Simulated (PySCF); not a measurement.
BrH3SiSn, SMILES [SiH3][Sn][Br] (connectivity only; charge and spin as stated), neutral, multiplicity 1.

Coordinates come from a B3LYP-D3(BJ)/def2-SVP optimisation. The structure was generated by enumeration; whether it is a known compound was not checked. The def2 effective core potentials stand for the cores of Sn; spin–orbit coupling is left out.

These are C-PCM-PBE0/def2-SVP (PySCF) values and carry that method's errors.

The values are the electrostatic part of the solvation free energy, E(continuum) − E(gas) at the gas-phase geometry, in a cavity of scaled van der Waals radii (PySCF's table); cavitation and dispersion terms are not included. A continuum can't describe solvent molecules that bind to the metal. In vacuum the orbital gap is 3.14 eV. The dipole moment in vacuum is 2.69 D.

```json
[
 {"solvent": "water", "ε": "78.36", "ΔG(elec) (kcal/mol)": "-4.3", "dipole (D)": "4.10", "gap (eV)": "3.39"},
 {"solvent": "n-hexane", "ε": "1.88", "ΔG(elec) (kcal/mol)": "-1.8", "dipole (D)": "3.24", "gap (eV)": "3.25"},
 {"solvent": "ethanol", "ε": "24.85", "ΔG(elec) (kcal/mol)": "-4.2", "dipole (D)": "4.05", "gap (eV)": "3.38"}
]
```
